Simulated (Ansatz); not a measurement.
Reaction (redistribution): `[F][Hf]([F])([Cl])[Cl]` + `CC[SiH](O)[SiH3]` → `[CH3][Hf]([F])([F])[Cl]` + `O[SiH]([SiH3])CCl`

Computed with Ansatz on PBE0-D4/def2-TZVP structures; ΔE is electronic, products minus reactants. CCSD(T)/CBS adds triple-zeta CCSD(T) − MP2 to the extrapolated MP2 energy (def2 sets, frozen cores). Functionals use def2-TZVPP. B3LYP here is the variant with VWN-RPA as its local correlation; programs differ in this. def2 core potentials past Kr. For Hf outer-core shells are correlated without core-valence functions, which leaves a few kJ/mol of doubt a bond. One conformer a species, not always the lowest.

Problem. Is it downhill or uphill in electronic energy at CCSD(T)/CBS, and by how much? (An estimate is asked.)

Solution. Computed: Uphill: ΔE = +2.17 eV.

Problem. What do these levels give: PBE-D4, PBE0-D4, ωB97X-V, PBE, r2SCAN, B3LYP, MP2/def2-TZVPP, SCS-MP2/def2-TZVPP, CCSD/def2-TZVPP, HF/CBS(def2), MP2/CBS(def2), CCSD/CBS(def2)? (Estimate.)

Solution. Computed: PBE-D4 2.11, PBE0-D4 2.18, ωB97X-V 2.19, PBE 2.11, r2SCAN 2.20, B3LYP 2.16, MP2/def2-TZVPP 2.24, SCS-MP2/def2-TZVPP 2.22, CCSD/def2-TZVPP 2.20, HF/CBS(def2) 2.33, MP2/CBS(def2) 2.22, CCSD/CBS(def2) 2.18 eV.

Largest T1 diagnostic among the species: 0.015.

From PBE to PBE0 (25 % exact exchange), in def2-TZVPP and without D4, ΔE moves by +0.07 eV. In def2-TZVPP, CCSD(T) changes the Hartree–Fock value by −0.13 eV (the triples alone add −0.01 eV) and MP2 by −0.09 eV.
